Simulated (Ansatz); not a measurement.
The same molecule with X = Si, Ge, Sn. Ansatz, PBE0-D4/def2-TZVP geometries, multiplicity 1.

Elements past krypton have def2 core potentials. Scalar relativity is left out up to krypton.

```csv
X,molecule,mean X–O bond length / Å,size of the dipole moment (B3LYP/def2-TZVPP) / D,HOMO–LUMO gap (ωB97M-V/def2-TZVPP) / eV,HOMO energy (B3LYP/def2-TZVPP) / eV
Si,`O=[Si]`,1.509,3.10,11.12,-8.55
Sn,`[O]=[Sn]`,1.818,4.22,9.37,-7.45
```

**Question.** Give the row for X = Ge, `[O]=[Ge]`. (An estimate is asked.)

**Answer.** The calculation gave: 
| X | molecule | mean X–O bond length / Å | size of the dipole moment (B3LYP/def2-TZVPP) / D | HOMO–LUMO gap (ωB97M-V/def2-TZVPP) / eV | HOMO energy (B3LYP/def2-TZVPP) / eV |
| --- | --- | --- | --- | --- | --- |
| Ge | `[O]=[Ge]` | 1.622 | 3.38 | 10.76 | -8.27 |

From Si to Sn the mean X–O bond length rises at each step, by 0.309 Å in all; the HOMO–LUMO gap (ωB97M-V/def2-TZVPP) falls at each step, by 1.75 eV in all; the HOMO energy (B3LYP/def2-TZVPP) rises at each step, by 1.10 eV in all. Bonds lengthen as the atom grows down the group. Dipoles are sizes alone, and their direction can turn along the series.

B3LYP here is the variant with VWN-RPA as its local correlation; programs differ in this.
